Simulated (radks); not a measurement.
Q: The mean radii <r> (bohr) of the occupied orbitals of an atom or ion are listed with their occupations. Calculated with a radial shooting solver on a logarithmic mesh with Libxc functionals: scalar-relativistic Kohn-Sham, PBE, spin-unpolarised, spherical densities, finite nucleus; Fermi nuclear charge, rms radius of each element as measured or else 0.836 A^(1/3) + 0.57 fm.

| orbital | occ. | <r> |
|---|---|---|
| 1s | 2 | 0.01715 |
| 2s | 2 | 0.07236 |
| 2p | 6 | 0.06523 |
| 3s | 2 | 0.1871 |
| 3p | 6 | 0.1882 |
| 3d | 10 | 0.1704 |
| 4s | 2 | 0.4151 |
| 4p | 6 | 0.4419 |
| 4d | 10 | 0.4682 |
| 5s | 2 | 0.9532 |
| 4f | 14 | 0.5162 |
| 5p | 6 | 1.105 |
| 5d | 9 | 1.646 |

Name the element and its charge.

A: Z = 78, platinum, charge +1: Pt+ in [Xe] 4f14 5d9. The 1s radius gives Z: for a bare nucleus <r> = (2 gamma + 1)/(2Z) with gamma = sqrt(1 - (Z/c)^2), 0.01695 bohr for Z = 78, and screening makes it slightly larger (0.01715 here). The occupations add up to 77, and the charge is Z minus that.
